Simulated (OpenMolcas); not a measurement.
# Lines of O I: computed and rescaled rates

```
Program             : OpenMolcas 26.06
Method              : SS-CASPT2, IPEA 0.25 Eh, imaginary shift 0.1 Eh (closed shells correlated: 1s)
Basis               : ANO-RCC-VQZP [5s4p3d2f1g]
Scalar Hamiltonian  : DKH2, point nucleus
Active space        : 6 electrons in 8 orbitals (2s 2p 3s 3p)
State averaging     : 2S+1 = 3 even, 3 roots; 2S+1 = 1 even, 6 roots
Spin-orbit coupling : RASSI with atomic mean-field integrals over the reference wave functions, term energies averaged over their components
```

Rates come from the transition moments of the reference wave functions (E1 and E2 in the length form). At fixed line strength A goes as λ^-3 for E1 and M1 and as λ^-5 for E2, so a rate at the computed wavelength can be rescaled to the measured one. Measured vacuum wavelengths follow from level energies in NIST Handbook of Basic Atomic Spectroscopic Data. Branching counts decays inside the model space alone, at computed energies, and the table is only a selection of the E2 and M1 lines, drawn from those between levels with measured partners whose computed energy lies within a factor of 1.5 of the measured one.

```
      Upper        Lower  Type  λ computed (nm)  λ measured (nm)  A computed (s-1)  A rescaled (s-1)  Branching %
2s2 2p4 1S0  2s2 2p4 1D2    E2            572.3            557.9          1.26e+00          1.43e+00         93.9
2s2 2p4 1S0  2s2 2p4 3P1    M1            299.2            297.3          8.08e-02                            6.0
2s2 2p4 1D2  2s2 2p4 3P2    M1            621.4            630.2          7.21e-03                           75.2
2s2 2p4 1D2  2s2 2p4 3P1    M1            626.9            636.6          2.34e-03                           24.4
2s2 2p4 3P1  2s2 2p4 3P2    M1            70290            63190          6.50e-05          8.95e-05        100.0
2s2 2p4 3P0  2s2 2p4 3P1    M1           144000           145500          1.82e-05          1.76e-05        100.0
```

Spin-changing lines and M1 lines between different terms are not rescaled, since their strength hangs on the term gaps too.

The largest correction is for 2s2 2p4 3P1 → 2s2 2p4 3P2 (M1): 6.50e-05 × (70290 / 63190)^3 = 8.95e-05 s-1, a factor of 1.38.

No measured rate stands beside these. Rescaling mends the energy factor alone: line strengths can still be far off where a level mixes with configurations outside the active space, and weak or spin-changing lines hang on small mixing coefficients that depend on the term gaps too, so rescaling need not improve them.

CASPT2 does not keep the components of a term degenerate, so their means are used; among the terms shown or strongly mixed into the levels shown the widest spread is 19 cm-1 (2s2 2p4 1D). Active for correlation alone: 3p 3s; no level in the range computed is led by a configuration that fills them, so any true level of that kind is missing. Computed and measured levels are paired by configuration, term and J; levels that our copy of the source lacks, or whose pairing is in doubt (as where it misses far off the trend of its configuration), stay unpaired. Levels of configurations outside the active space are missing.
